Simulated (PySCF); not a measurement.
# Polarisability and C₆ of Tc (technetium, neutral)

[Kr] 4d5 5s2, high-spin 6S determinant. Computed with PySCF 2.14 in aug-cc-pVTZ-DK (9s8p6d3f2g, 102 functions), with scalar relativity by spin-free X2C-1e. Coupled (time-dependent) response in atomic units; α is the mean over directions.

| method | mean α (bohr³) | C₆ (like pair) | S(−4) |
| --- | --- | --- | --- |
| UHF | 137.4 | 1568 | 30160 |
| PBE | 86.12 | 978.4 | 4369 |

S(−4) is the Cauchy moment in α(ω) = α(0) + S(−4) ω² + …

Reference α: 79 ± 10 bohr³ (recommended; Schwerdtfeger and Nagle, table of static dipole polarizabilities (2023 update)). Published C₆: 939.0 (Gould and Bucko (2016)).

Hartree-Fock lies above the reference because it lacks correlation, which contracts the outer shell.

α(iu) at UHF:

```tsv
u (hartree)	α(iu) (bohr³)
0	137.4
0.0500	101.9
0.100	72.03
0.200	39.38
0.300	24.82
0.500	13.33
0.750	8.128
1.00	5.697
1.50	3.369
2.00	2.251
3.00	1.207
5.00	0.5068
```

A single London oscillator, α(iu) = α/(1 + u²/ω²), gives C₆ = (3/4) ω α². Matching the computed C₆ needs ω = 4 × 1568 / (3 × 137.4²) = 0.111 hartree.
